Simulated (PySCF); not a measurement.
# Reading the logs of faulty runs: AlCGeH6O

All numbers below are calculated, not measured. They come from PySCF 2.14.0, an open-source quantum chemistry program, on an isolated molecule that a program drew, which may never have been made. The molecule is AlCGeH6O (charge 0, doublet), drawn as the SMILES string `[CH3][GeH][O][AlH2]`.

Each row is a Hartree-Fock (HF) and frozen-core CCSD(T) single point in the cc-pV(D+d)Z basis, meant for a local HF minimum. Run 1 is clean. Each other run has one planted mistake out of seven kinds, and not every kind appears here: one electron removed, one electron added, multiplicity raised by two, geometry at a saddle point, minimal basis STO-3G, one bond length entered in bohr, all coordinates scaled. The reference is restricted for singlets and unrestricted otherwise, and also for a bond in bohr. Adding or removing an electron swaps singlet and doublet. Electrons count all cores. HOMO and LUMO are orbital energies over both spins, the gradient is its largest component, and the lowest frequency (negative if imaginary) is given only where the gradient is small. Bond lengths are over the 9 bonds as drawn. T1 is the CCSD diagnostic: over 0.02 (restricted) or 0.045 (unrestricted) a single reference is doubtful. Germanium has the cc-pVDZ-PP basis, with a core potential (ECP10MDF) in place of its 10 inner electrons, and its 3s, 3p and 3d shells are frozen in CCSD(T).

Geometry of the clean run:
```xyz
10
AlCGeH6O, angstrom
C    -0.3813   -0.7472    1.9601
Ge   -0.8462   -1.4257    0.1766
O    -0.6098   -0.1017   -0.9764
Al   -0.2535    0.8501   -2.3082
H    -0.9806    0.1419    2.1702
H    -0.5860   -1.5052    2.7184
H     0.6754   -0.4797    2.0008
H    -2.3342   -1.8377    0.0924
H     0.5111    0.2182   -3.5357
H    -0.6871    2.3660   -2.2978
```

| run | electrons | basis functions | <S^2> | HOMO (eV) | LUMO (eV) | gradient (hartree/bohr) | lowest frequency (cm^-1) | mean bond (Å) | longest bond (Å) | T1 | HF (hartree) | CCSD(T) (hartree) | mistake |
|---|---|---|---|---|---|---|---|---|---|---|---|---|---|
| 1 | 65 | 104 | 0.754 | -8.52 | 1.53 | 8.4e-07 | 33 | 1.4874 | 1.964 | 0.0154 | -651.56675 | -652.10161 | no fault |
| 2 | 65 | 104 | 0.953 | -8.56 | 1.01 | 2.2e-02 | - | 1.6403 | 2.922 | 0.0316 | -651.49672 | -652.02646 | one bond length entered in bohr |
| 3 | 64 | 104 | 0.000 | -14.93 | -6.56 | 9.1e-02 | - | 1.4874 | 1.964 | 0.0231 | -651.28910 | -651.82655 | ? |
| 4 | 66 | 104 | 0.000 | -0.34 | 5.41 | 9.5e-02 | - | 1.4874 | 1.964 | 0.0178 | -651.54266 | -652.10780 | ? |

**Which mistake was planted in run 3, and what did it cost?**

It counts 64 electrons, one fewer than the clean run, at the same geometry and basis. So the mistake is: one electron removed. Subtracting run 1 and multiplying by 627.51 kcal/mol a hartree, the energy moved by 174.2 kcal/mol in HF and 172.6 kcal/mol in CCSD(T).

**Which mistake was planted in run 4, and what did it cost?**

It counts 66 electrons, one more than the clean run, at the same geometry and basis. So the mistake is: one electron added. Subtracting run 1 and multiplying by 627.51 kcal/mol a hartree, the energy moved by 15.1 kcal/mol in HF and -3.9 kcal/mol in CCSD(T).

Cautions from the logs. Run 3: T1 is over the limit, so its CCSD(T) energy is less reliable.
